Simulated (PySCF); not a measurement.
**MgSn⁺: from constants to spectrum**

UHF-CCSD(T) constants of MgSn⁺, ²Π (doublet), unpaired electrons π ↑ (basis Mg def2-SVPD, Sn def2-SVPD with ECP28; scalar-relativistic core potentials; PySCF 2.14; masses 23.9850 and 119.9022 u):

| Property | Result |
| --- | --- |
| ωe | 188.3 cm⁻¹ |
| ωexe | 0.85 cm⁻¹ |
| Be | 0.093574 cm⁻¹ |
| αe | 0.000614 cm⁻¹ |
| De to Mg + Sn⁺ | 1.54 eV |

(1) What force constant and bond length do these constants imply?

(2) Estimate the centrifugal constant D from the Kratzer relation and find the Dunham coefficient a1.

Correlated steps freeze 5 core orbitals. Correlated levels converge slowly with the basis: in double zeta they bind strong bonds too weakly, by up to about 1 eV, and carry superposition errors of some tenths. These are scalar-relativistic numbers at best; spin–orbit coupling would shift them, the dissociation energy most. For an ion De counts to the pair picked by the measured ionisation energies or electron affinities, which need not be the lowest pair at this level. The state is the lowest determinant that a PBE0 search found; another state may lie lower at other levels.

## Answers

(1) Reduced mass μred = 19.987 u; k = 5.8918×10⁻⁷·μred·ωe² (u, cm⁻¹, mdyn/Å) = 0.418 mdyn/Å; Re = √(16.8576/(μred·Be)) (u, cm⁻¹, Å) = 3.002 Å.

(2) D = 4Be³/ωe² = 9.24e-08 cm⁻¹; a1 = −1 − αeωe/(6Be²) = -3.20.
